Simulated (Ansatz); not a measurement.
Reaction (formal hydrolysis of the Si–C bond): `C[SiH2][SiH2]O` + H₂O → `O[SiH2][SiH2]O` + CH₄

Calculated with Ansatz (gas phase, PBE0-D4/def2-TZVP geometries, no zero-point term in ΔE). CBS: MP2 limit from def2 TZ/QZ plus the TZ coupled-cluster correction, frozen cores. This one scheme is used for every species. DFT in def2-TZVPP. B3LYP here is the variant with VWN-RPA as its local correlation; programs differ in this. HSE06 is defined as in plane-wave codes. Each species was taken in one conformer, which may not be the lowest.

`C[SiH2][SiH2]O`:

Z-matrix (Å, degrees):
```
C
Si 1 1.877
H 1 1.092 2 110.6
H 1 1.092 2 110.6 3 -119.6
H 1 1.092 2 111.0 3 120.2
Si 2 2.347 1 112.0 3 62.0
H 2 1.492 1 110.5 3 -59.5
H 2 1.494 1 109.8 3 -177.5
O 6 1.658 2 112.0 1 61.2
H 6 1.494 2 109.6 1 -175.1
H 6 1.486 2 110.9 1 -55.7
H 9 0.958 6 117.0 2 61.5
```

H₂O:

```xyz
3

O    -0.165    0.045    0.350
H     0.597    0.512   -0.001
H    -0.432   -0.556   -0.349
```

`O[SiH2][SiH2]O`:

Z-matrix (Å, degrees):
```
Si
Si 1 2.355
O 1 1.666 2 99.0
H 1 1.492 2 114.6 3 -117.8
H 1 1.492 2 114.8 3 118.1
O 2 1.652 1 104.4 3 4.7
H 2 1.489 1 112.0 3 -115.1
H 2 1.488 1 112.5 3 123.9
H 3 0.958 1 118.7 2 -179.1
H 6 0.962 2 113.9 1 -4.7
```

CH₄:

Z-matrix (Å, degrees):
```
C
H 1 1.090
H 1 1.090 2 109.5
H 1 1.090 2 109.5 3 -120.0
H 1 1.090 2 109.5 3 120.0
```

| level | ΔE (kJ/mol) | difference from CCSD(T)/CBS |
| --- | --- | --- |
| LDA (SPW92) | -84.2 | 2.0 |
| PBE-D4 | -79.9 | 6.3 |
| revPBE-D4 | -78.4 | 7.8 |
| BLYP-D4 | -91.4 | -5.2 |
| r2SCAN-D4 | -89.8 | -3.6 |
| B97M-V | -92.9 | -6.7 |
| B3LYP-D4 | -92.4 | -6.2 |
| r2SCANh-D4 | -89.5 | -3.3 |
| r2SCAN0-D4 | -89.1 | -2.9 |
| HSE06-D4 | -81.1 | 5.1 |
| BHLYP-D4 | -96.8 | -10.6 |
| ωB97X-V | -90.4 | -4.2 |
| ωB97M-V | -89.7 | -3.5 |
| B2PLYP | -94.4 | -8.2 |
| PBE-QIDH | -86.4 | -0.2 |
| PBE | -81.5 | 4.7 |
| revPBE | -79.5 | 6.7 |
| BLYP | -94.0 | -7.8 |
| r2SCAN | -90.5 | -4.3 |
| r2SCANh | -90.2 | -4.0 |
| r2SCAN0 | -89.9 | -3.7 |
| HSE06 | -82.7 | 3.5 |
| BHLYP | -99.3 | -13.1 |
| CAM-B3LYP | -98.2 | -12.0 |
| LC-ωPBE | -86.6 | -0.4 |
| RPA@PBE/def2-TZVPP | -86.9 | -0.7 |
| HF/def2-SVP | -98.5 | -12.3 |
| MP2/def2-SVP | -90.9 | -4.7 |
| CCSD/def2-SVP | -89.7 | -3.5 |
| CCSD(T)/def2-SVP | -88.8 | -2.6 |
| HF/def2-TZVPP | -103.7 | -17.5 |
| MP2/def2-TZVPP | -89.0 | -2.8 |
| SCS-MP2/def2-TZVPP | -92.7 | -6.5 |
| CCSD/def2-TZVPP | -89.1 | -2.9 |
| CCSD(T)/def2-TZVPP | -87.4 | -1.2 |
| HF/def2-QZVPP | -103.6 | -17.4 |
| SCS-MP2/def2-QZVPP | -92.0 | -5.8 |
| HF/CBS(def2) | -103.6 | -17.4 |
| MP2/CBS(def2) | -87.8 | -1.6 |
| CCSD/CBS(def2) | -87.8 | -1.6 |
| CCSD(T)/CBS | -86.2 | 0 |

Largest T1 diagnostic among the species: 0.012.

In def2-TZVPP, CCSD(T) changes the Hartree–Fock value by +16.3 kJ/mol (the triples alone add +1.7 kJ/mol) and MP2 by +14.7 kJ/mol. From BLYP to BHLYP (50 % exact exchange), in def2-TZVPP and without D4, ΔE moves by −5.3 kJ/mol. Leaving LDA and LC-ωPBE aside and taking each functional with its dispersion term where it has one, the values spread over 18.5 kJ/mol, from BHLYP-D4 to revPBE-D4.
